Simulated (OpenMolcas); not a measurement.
A calculation on W V.

| Item | Value |
| --- | --- |
| Program | OpenMolcas |
| Method | RASSCF |
| Basis | ANO-RCC-VTZP [8s7p5d3f2g1h] |
| Scalar Hamiltonian | DKH2, point nucleus |
| Active space | 8 electrons in 8 orbitals (RAS1 5p, at most 2 holes; RAS2 5d) |
| State averaging | 2S+1 = 3 even, 10 roots; 2S+1 = 1 even, 15 roots |
| Spin-orbit coupling | RASSI with atomic mean-field integrals over the reference wave functions, term energies averaged over their components |

(1) Which level of the active space comes out lowest?

(2) How high does 5d2 1S0 lie?

(3) How high does 5d2 3F4 lie?

(4) How high does 5d2 3P0 lie?

(5) The level at 1.9779 eV has J = 2. What is it made of, and what is its g factor?

Measured values: the list in J. Phys. B 45, 065001 (2012).

Answers

(1) 5d2 3F2, with 91 % of that term; it is also the measured ground level.

(2) 5.9131 eV above the lowest level; measured 5.3450 eV above the ground level, so the calculation is off by +11 %.

(3) 1.5507 eV above the lowest level; measured 1.4282 eV above the ground level, so the calculation is off by +9 %.

(4) 1.7851 eV above the lowest level; measured 1.5918 eV above the ground level, so the calculation is off by +12 %.

(5) 53 % 5d2 1D2, 40 % 5d2 3P, 7 % 5d2 3F; g = 1.177, against 1.000 from Landé's formula for the pure leading term.

Without dynamic correlation excited terms often stand tens of per cent too high (terms of higher spin than the ground term too low), and those without a measured partner can miss by more than the paired ones. Active for correlation alone: 5p; no level in the range computed is led by a configuration that opens it, so any true level of that kind is missing. Computed and measured levels are paired by configuration, term and J; levels that our copy of the source lacks, or whose pairing is in doubt (as where it misses far off the trend of its configuration), stay unpaired and out of the deviations. Only configurations of the active space appear.
